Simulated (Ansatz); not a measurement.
C2H5GeN, SMILES `C1=[N][GeH2][CH2]1`. The species carries charge 0 and has multiplicity 1.

| atom | x (Å) | y (Å) | z (Å) |
| --- | --- | --- | --- |
| C1 | -0.0147 | -1.1675 | 0.3516 |
| N2 | 0.3344 | -0.5377 | 1.4079 |
| Ge3 | 0.2299 | 1.1133 | 0.4532 |
| C4 | -0.2621 | -0.2922 | -0.8560 |
| H5 | -0.1216 | -2.2603 | 0.3407 |
| H6 | 1.5697 | 1.8471 | 0.2763 |
| H7 | -0.8629 | 2.0783 | 0.9424 |
| H8 | 0.4172 | -0.4717 | -1.6917 |
| H9 | -1.2898 | -0.3094 | -1.2244 |

Question: List the harmonic frequencies (cm⁻¹, unscaled) at PBE0-D4/def2-TZVP in Ansatz. (An estimate is asked.)

Answer: Computed: 239, 461, 481, 571, 585, 678, 739, 843, 872, 873, 938, 1116, 1138, 1308, 1425, 1645, 2144, 2155, 3042, 3082, 3138.

Question: Is this a minimum?

Answer: Yes, all 21 modes are real.

Question: Give the ideal-gas thermochemistry at 298.15 K and 1 bar (rigid rotor, harmonic oscillator; point group Cs, symmetry number 1).

Answer: Zero-point energy 164.3 kJ/mol; H(298) − E = 179.1 kJ/mol; entropy 296.1 J/(mol·K), of which translation 168.1, rotation 104.5, vibration 23.5; G(298) − E = 90.8 kJ/mol.

Question: Rotational constants (cm⁻¹)?

Answer: 0.354, 0.1628, 0.1191.
